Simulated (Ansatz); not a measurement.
Ta, quartet (core potentials on Ta); BLYP/def2-SV(P) in Ansatz (a first-principles code).

Ansatz was given this input:
Ansatz 0.2 input:
```yaml
crystal:
  periodic: [false, false, false]
  atoms:
    - {symbol: Ta, position_ang: [0.00000000, 0.00000000, 0.00000000]}
basis:
  gaussian:
    orbitals: def2-SV_P_.json
hamiltonian:
  xc: blyp
magnetization: {spin_polarized: true, initial_magnetization: 3}
scf: {lower_state_search: light}
```
The basis file holds def2-SV(P) in the JSON format of the Basis Set Exchange.

The log (banner, timings and long lists left out):

```
Functional definition: BLYP
291 factors; their error is unknown
mean field evaluation 1: about -1545.1211 eV, gradient 7.0e0 eV
mean field evaluation 2: about -1545.0032 eV, gradient 7.7e0 eV
mean field evaluation 4: about -1546.1639 eV, gradient 8.7e-1 eV
mean field evaluation 8: about -1546.1867 eV, gradient 1.2e-2 eV
mean field evaluation 16: about -1546.1554 eV, gradient 1.7e-4 eV
mean field evaluation 32: about -1545.9894 eV, gradient 4.3e-2 eV
mean field evaluation 64: about -1546.0300 eV, gradient 3.2e-1 eV
mean field evaluation 96: about -1545.7884 eV, gradient 1.9e0 eV
mean field evaluation 128: about -1546.1554 eV, gradient 2.2e-5 eV
mean field -1546.15542212 eV, -56.8201637411 hartree, gradient 2.0e-5 eV, S^2 3.754243; 8 other end points of the search recorded, 0 dependent functions left out
reference -1546.15560819 eV, -56.8201705790 hartree; 8, 5 occupied and 17, 20 virtual orbitals, 291 factors
Total energy: -1546.15560819 eV, -56.8201705790 hartree
```
